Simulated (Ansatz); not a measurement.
`CN(C)[SiH](O)O`. The species carries charge 0 and has multiplicity 1. All single points use the PBE0-D4/def2-TZVP geometry. It is one conformer, not always the lowest.

```xyz
15

C    -0.952    0.481    1.308
N    -0.011   -0.105    0.384
C     0.931   -0.999    1.014
Si    0.235    0.464   -1.202
O    -1.219    1.089   -1.647
O     0.773   -0.754   -2.161
H    -1.645    1.136    0.781
H    -1.539   -0.299    1.808
H    -0.447    1.065    2.091
H     1.520   -0.493    1.792
H     0.412   -1.841    1.491
H     1.626   -1.408    0.279
H     1.285    1.497   -1.388
H    -1.206    1.716   -2.371
H     0.236   -1.549   -2.179
```

**Question.** What is the dipole moment at B3LYP/def2-TZVPP? (Estimate.)

**Answer.** Ansatz gave: 0.70 D, with components (-0.58, -0.19, 0.33) D in this frame, pointing from negative to positive charge.

**Question.** And with PBE, r2SCAN, ωB97M-V? (An estimate is asked.)

**Answer.** Ansatz gave: PBE 0.73 D, r2SCAN 0.74 D, ωB97M-V 0.71 D.

**Question.** Give the Mulliken charges with B3LYP, ωB97M-V, r2SCAN in def2-TZVPP. (Estimate.)

**Answer.** The calculation gave: 
| atom | B3LYP | ωB97M-V | r2SCAN |
| --- | --- | --- | --- |
| C1 | -0.18 | -0.24 | -0.06 |
| N2 | -0.23 | -0.25 | -0.24 |
| C3 | -0.19 | -0.25 | -0.06 |
| Si4 | 0.63 | 0.58 | 0.64 |
| O5 | -0.39 | -0.38 | -0.41 |
| O6 | -0.40 | -0.39 | -0.42 |
| H7 | 0.10 | 0.11 | 0.06 |
| H8 | 0.08 | 0.11 | 0.04 |
| H9 | 0.08 | 0.11 | 0.04 |
| H10 | 0.08 | 0.11 | 0.04 |
| H11 | 0.08 | 0.11 | 0.04 |
| H12 | 0.09 | 0.10 | 0.05 |
| H13 | -0.13 | -0.08 | -0.13 |
| H14 | 0.18 | 0.17 | 0.20 |
| H15 | 0.18 | 0.18 | 0.20 |

B3LYP here is the variant with VWN-RPA as its local correlation; programs differ in this.
